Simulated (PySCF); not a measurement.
Shapes and spin states of IrF₂⁺

Computed with B3LYP/[Ir def2-TZVP with ECP60, F def2-TZVP], scalar-relativistic core potentials, density fitting, no spin–orbit coupling, PySCF.

Relaxations began from a few typed shapes and spin states; open shells are unrestricted. The search is not exhaustive: other isomers or separated fragments can lie lower, and high-lying points may rest on an excited occupation.

```json
{"spin": "quintet", "group": "D∞h", "bonds": "Ir–F 1.821 Å (×2)", "angles": "F–Ir–F 180.0°", "imaginary modes (cm⁻¹)": "none", "ΔE (kJ/mol)": "0.0", "ΔE with ZPE (kJ/mol)": "0.0"}
{"spin": "triplet", "group": "C2v", "bonds": "Ir–F 1.770 Å (×2)", "angles": "F–Ir–F 153.7°", "imaginary modes (cm⁻¹)": "none", "ΔE (kJ/mol)": "48.9", "ΔE with ZPE (kJ/mol)": "48.5"}
```

The lowest minimum found is the quintet D∞h: Ir–F 1.821 Å (×2); F–Ir–F 180.0°.

Formally Ir is in oxidation state +3, d6, with 4 unpaired electrons (the high-spin count). The Mulliken spin on Ir is 3.34. The polar-tensor charge on Ir, 1.89, is below the formal one.

For the lowest minimum: with open d or f shells other occupations or spin states may lie lower. No spin–orbit coupling is included, which matters more the heavier the element.
